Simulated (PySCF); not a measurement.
C2H8N2Si2, SMILES CC1=N[SiH2][Si@H]1N. The structure is a stationary point at PBE-D3(BJ)/def2-SVP. The structure was generated by enumeration; whether it is a known compound was not checked. The values are those of a single conformer.

### Question
Give the equilibrium geometry at PBE-D3(BJ)/def2-SVP (PySCF confirms it by a frequency run) as bond lengths and angles. (Estimate from the structure and the level; the computed values follow.)

### Answer
One answer among several that fit: 
Atoms: C1 C2 N3 Si4 Si5 N6 H7 H8 H9 H10 H11 H12 H13 H14. Bond lengths (Å): C1–C2 1.499, C1–H7 1.111, C1–H8 1.108, C1–H9 1.111, C2–N3 1.303, C2–Si5 1.949, N3–Si4 1.819, Si4–Si5 2.367, Si4–H10 1.508, Si4–H11 1.509, Si5–N6 1.739, Si5–H12 1.511, N6–H13 1.022, N6–H14 1.022. Bond angles (°): C2–C1–H7 109.9, C2–C1–H8 110.9, C2–C1–H9 110.3, H7–C1–H8 109.7, H7–C1–H9 106.1, H8–C1–H9 109.8, C1–C2–N3 122.8, C1–C2–Si5 129.9, N3–C2–Si5 107.2, C2–N3–Si4 104.5, N3–Si4–Si5 77.2, N3–Si4–H10 109.3, N3–Si4–H11 114.0, Si5–Si4–H10 118.6, Si5–Si4–H11 125.8, H10–Si4–H11 107.3, C2–Si5–Si4 69.7, C2–Si5–N6 122.8, C2–Si5–H12 108.9, Si4–Si5–N6 133.1, Si4–Si5–H12 113.4, N6–Si5–H12 104.5, Si5–N6–H13 121.5, Si5–N6–H14 120.8, H13–N6–H14 111.5.
Charge 0, spin multiplicity 1.
